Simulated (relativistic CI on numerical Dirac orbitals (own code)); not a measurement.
## Spin-allowed bands of a d3 ion in a tetrahedral site, by hand

Problem. Take Δ = 5000 cm⁻¹ and B = 680 cm⁻¹ for a d3 ion in a tetrahedral site. Calculate the three spin-allowed bands.

Working.
1. The terms of highest spin are 4F (energy 0) and 4P (15B = 10200 cm⁻¹). Here the F term splits into A2 at +1.2Δ = 6000, T2 at +0.2Δ = 1000 and T1 at −0.6Δ = -3000 cm⁻¹.
2. The two T1 states mix through the element 0.4Δ: H = [[-3000, 2000], [2000, 10200]], with roots ½(H₁₁ + H₂₂) ∓ ½√[(H₂₂ − H₁₁)² + 4H₁₂²] = ½(7200) ∓ ½(13793) = -3296 and 10496 cm⁻¹.
3. The ground term is 4T1 at -3296 cm⁻¹.
4. Bands: 4T2 4296 cm⁻¹ (2328 nm), 4A2 9296 cm⁻¹ (1076 nm), 4T1(P) 13793 cm⁻¹ (725 nm).

Check. Exact diagonalisation of the whole d3 shell with these parameters gives 4T2 4296, 4A2 9296, 4T1 13793 cm⁻¹. The match is exact, since without spin-orbit coupling no other term has this spin. The ratio of the second band to the first, 2.164, depends on Δ/B = 7.4 alone, which is how a Tanabe-Sugano diagram is read.
